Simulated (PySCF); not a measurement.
**FGeH5N2: core ionisation energies**

FGeH5N2.
Atom-mapped SMILES: `[NH2:1][GeH:2]([NH2:3])[F:4]`

Computed with PySCF 2.14.0, delta-SCF UKS SCAN, pcX-2 on the ionised atom, pcseg-1 elsewhere, spin-free X2C. These are vertical core ionisation energies against the vacuum level, from separate self-consistent calculations with and without the core hole.

Question: List the computed XPS lines with their assignment.

Answer: 
```
atom(s)                    environment  level  binding energy (eV)  count
  N1/N3  nitrogen bonded to Ge and 2 H   N 1s               404.92      2
     F4          fluorine bonded to Ge   F 1s               690.82      1
```

Question: Which photon energy gives electrons from F 1s of F4 a kinetic energy of 50 eV, and what is their de Broglie wavelength?

Answer: hν = 690.82 + 50 = 740.82 eV, recoil neglected; λ = 12.264 Å/√(E/eV) = 1.73 Å.

One atom of each set of topologically equivalent atoms was ionised and stands for the set; in this conformer not all members are related by symmetry, and their own values weren't computed. No level of germanium is listed. The structure is a single PBE0-D3(BJ)/def2-SVP conformer in the gas phase; no vibrational or solvent corrections.

Time: 9.3 s. Hardware: one thread of an x86-64 server, shared host.

The values belong to the conformer `[NH2:1][GeH:2]([NH2:3])[F:4]`: H–N1–Ge2–N3 51°, H–N1–Ge2–N3 -178°, H–N3–Ge2–N1 61°, H–N3–Ge2–N1 -168°.
